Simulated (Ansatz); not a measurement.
Ideal-gas functions of `[F][Al]([F])[SeH]` at 600 K and 1 bar, from an Ansatz frequency run at PBE0-D4/def2-TZVP.

Molar mass 144.95 g/mol, point group Cs (symmetry number 1), electronic degeneracy 1, moments of inertia 77.891, 285.865, 363.757 u Å². Harmonic wavenumbers (cm⁻¹, unscaled): 137, 204, 235, 246, 393, 593, 803, 938, 2441.

Use S(trans) = R[1.5 ln M + 2.5 ln T − 1.1517]; rotational temperatures θ = 24.2544 K / I; S(rot) = R[ln(√π/σ · √(T³/θAθBθC)) + 1.5]; for each mode x = 1.438777 ν̃/T, S = R[x/(eˣ − 1) − ln(1 − e⁻ˣ)] and H = RT x/(eˣ − 1); 1 cm⁻¹ = 0.0119627 kJ/mol; R = 8.31446 J/(mol·K).

By hand: the entropy, in J/(mol·K).

Translation 185.5. Rotation: θ = 0.3114, 0.0848, 0.0667 K, giving 123.4. Vibration, mode by mode: 17.61, 14.34, 13.19, 12.82, 9.11, 6.05, 4.04, 3.13, 0.16, in all 80.5. Electronic 0.0. Sum 389.4 J/(mol·K).

By hand: H − E and G − E in kJ/mol, counted from the electronic energy.

Zero-point energy ½ × 5990 × 0.0119627 = 35.8; thermal vibration 23.8; translation, rotation and pV give 4 RT = 20.0. H − E = 79.6 kJ/mol, and G − E = 79.6 − 600 × 389.4/1000 = -154.0 kJ/mol.

Vibration gives 21 % of the entropy, 17.6 J/(mol·K) of it from the mode under 150 cm⁻¹: soft modes count most, and the harmonic formula is weakest for them. The sum counts one conformer and one mirror image; others add a mixing term.
